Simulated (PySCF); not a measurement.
## Frontier orbitals and the lowest excitations

C₅H₁₀O₂Si.
Atom-mapped SMILES: `[CH2:1]=[CH:2][CH2:3][CH2:4][C:5](=[O:6])[O:7][SiH3:8]` (hydrogens: H9, H10 on C1; H11 on C2; H12, H13 on C3; H14, H15 on C4; H16, H17, H18 on Si8)

Geometry (GFN2-xTB, Å), atoms numbered from 1 in this order:
```
atom  x, y, z in Å
C1    -1.5384    1.4490   -0.7878
C2    -1.6136    0.5763    0.1986
C3    -1.6152   -0.9082    0.0119
C4    -0.3816   -1.5504    0.6744
C5     0.8532   -0.9884    0.0157
O6     1.3503   -1.4232   -0.9889
O7     1.3282    0.0821    0.6353
Si8    2.5809    0.9854    0.0206
H9    -1.5297    2.5111   -0.6120
H10   -1.4871    1.1343   -1.8175
H11   -1.6575    0.9131    1.2261
H12   -2.5117   -1.3362    0.4688
H13   -1.6168   -1.1524   -1.0519
H14   -0.4066   -2.6303    0.5267
H15   -0.3634   -1.3159    1.7389
H16    2.6021    2.0167    1.0478
H17    2.2095    1.4737   -1.3010
H18    3.7887    0.1696   -0.0173
```

Computed with TDDFT CAM-B3LYP/def2-SVPD, vertical, gas phase, core orbitals frozen in the response in PySCF 2.14.0, density-fitted response routines.

Kohn–Sham orbitals with the atoms that hold most of them (Löwdin shares over 4%, at most four atoms; ? is withheld):

```csv
orbital,ε (eV),atoms
LUMO+2,1.14,"C2 22%, C1 21%, Si8 15%, H9 6%"
LUMO+1,1.09,"Si8 29%, C5 12%, H17 10%, O7 8%"
LUMO,0.96,"C5 16%, O6 13%, Si8 12%, O7 10%"
HOMO,-9.01,?
HOMO-1,-9.62,?
HOMO-2,-10.59,"O7 32%, O6 23%, Si8 16%, H18 10%"
HOMO-3,-11.01,"O7 20%, Si8 15%, H16 9%, C2 9%"
```

**Question.** Which atoms hold the HOMO-1, and with what shares?

**Answer.** O6 (bonded to C) 64%; O7 (bonded to C and Si) 10%; C5 (bonded to C and 2 O) 9%; C4 (bonded to 2 C and 2 H) 9%. By element: oxygen 74%, carbon 17% or more.

**Question.** Which atoms hold the HOMO, and with what shares?

**Answer.** C1 (bonded to C and 2 H) 37%; C2 (bonded to 2 C and H) 34%; C3 (bonded to 2 C and 2 H) 7%; C4 (bonded to 2 C and 2 H) 4%.

**Question.** The HOMO–LUMO gap is 9.97 eV. Where does the response calculation put the lowest singlet, and from which orbitals?

**Answer.** S1 is at 5.83 eV (f = 0.0017), 4.14 eV below the gap, made of HOMO-1→LUMO (43%), HOMO-1→LUMO+1 (25%), HOMO-1→LUMO+3 (10%). Its leading pair isn't HOMO and LUMO; the energies of that pair differ by 10.58 eV. 

Next come S2 at 7.13 eV (f 0.0011), HOMO→LUMO (67%), HOMO→LUMO+2 (13%), HOMO→LUMO+1 (10%); S3 at 7.39 eV (f 0.245), HOMO→LUMO+2 (60%), HOMO→LUMO+1 (28%); S4 at 7.53 eV (f 0.115), HOMO→LUMO+3 (33%), HOMO→LUMO+1 (23%), HOMO→LUMO+4 (14%); S5 at 7.75 eV (f 0.034), HOMO-1→LUMO+1 (39%), HOMO-1→LUMO (34%).

Löwdin shares depend on the basis, the more so with diffuse functions.

One conformer stands for the species.
